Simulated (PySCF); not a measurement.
# Mo4+: what the settings change

The free ion Mo4+ in its d2 configuration.

Method (PySCF 2.14, density fitting): CASSCF(2,5) with orbitals averaged over all microstates of the shell, strongly contracted NEVPT2 on the averaged canonical orbitals; basis x2c-TZVPall; spin-free X2C; gas phase; spin-orbit coupling by state interaction with the mean-field operator over all roots.

Base run: NEVPT2 ground state 3F, next 1D at 9724, then 3P at 11081 cm⁻¹, B(NEVPT2) 740, ζ 885 cm⁻¹, μeff(300 K) 1.75 μB.

Q: What happens with the bare-nucleus spin-orbit operator, which lacks the electrons' screening?

A: NEVPT2 ground state 3F, next 1D at 9724, then 3P at 11081 cm⁻¹, B(NEVPT2) 740, ζ 1267 cm⁻¹, μeff(300 K) 1.73 μB.
